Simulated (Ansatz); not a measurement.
Ansatz (a program for electronic structure) input (CCSD(T)/aug-cc-pVDZ):

Ansatz 0.2 input:
```yaml
crystal:
  periodic: [false, false, false]
  atoms:
    - {symbol: N, position_ang: [-1.95127349, -0.54698312, 0.08076112]}
    - {symbol: B, position_ang: [-0.62194283, -0.17434369, 0.02574155]}
    - {symbol: Br, position_ang: [0.68582484, -1.36359934, -0.76048657]}
    - {symbol: Br, position_ang: [-0.06552104, 1.53748358, 0.73481286]}
    - {symbol: H, position_ang: [-2.28042076, -1.42854381, -0.27701575]}
    - {symbol: H, position_ang: [-2.66158375, 0.04319571, 0.48156004]}
basis:
  gaussian:
    orbitals: aug-cc-pVDZ
total_charge: 1
magnetization: {spin_polarized: true, initial_magnetization: 1}
correlation: {method: ccsd_t, electrons: outside_noble_gas}
```

End of the output:

```
cycle   2  -14.38770097 eV  change   -5.2e-1 eV  update   3.4e-2
cycle   3  -14.44675414 eV  change   -5.9e-2 eV  update   1.4e-2
cycle   4  -14.44148916 eV  change    5.3e-3 eV  update   6.2e-3
cycle   5  -14.44153588 eV  change   -4.7e-5 eV  update   3.2e-3
cycle   6  -14.44185474 eV  change   -3.2e-4 eV  update   1.8e-3
cycle   7  -14.44263362 eV  change   -7.8e-4 eV  update   1.1e-3
cycle   8  -14.44275809 eV  change   -1.2e-4 eV  update   4.4e-4
cycle   9  -14.44265241 eV  change    1.1e-4 eV  update   1.6e-4
cycle  10  -14.44271014 eV  change   -5.8e-5 eV  update   5.3e-5
cycle  11  -14.44269613 eV  change    1.4e-5 eV  update   2.0e-5
cycle  12  -14.44269151 eV  change    4.6e-6 eV  update   7.0e-6
cycle  13  -14.44269371 eV  change   -2.2e-6 eV  update   2.3e-6
perturbative correction -0.55659601 eV, -0.0204545261 hartree
WARN: these amplitudes may be one of several solutions (largest doubles amplitude 0.05, level shift 2.96 eV)
Total energy: -142190.23652448 eV, -5225.3948122708 hartree
```

This state (charge 1, doublet) is run at the relaxed geometry of the species with charge 0 and multiplicity 1.

The program attaches cautions to this result: other roots.
